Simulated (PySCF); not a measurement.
## Electron correlation in Be⁺ (beryllium, charge +1)

[He] 3d1, 2D determinant (an excited configuration). Computed with PySCF 2.14 in aug-cc-pCVQZ (9s8p6d4f2g, 109 functions), with no relativity, point nucleus. Frozen: nothing; 3 electrons correlated.

MP2 pair energies summed by pair of shells (mhartree):

```csv
pair,energy,share (%)
1s-1s,-39.96,99.6
1s-3d,-0.18,0.4
```

Total MP2 correlation energy: -40.14 mhartree.

Same-spin part -0.08 and opposite-spin part -40.06 mhartree; SCS-MP2 scales them by 1/3 and 6/5 to -48.10 mhartree.
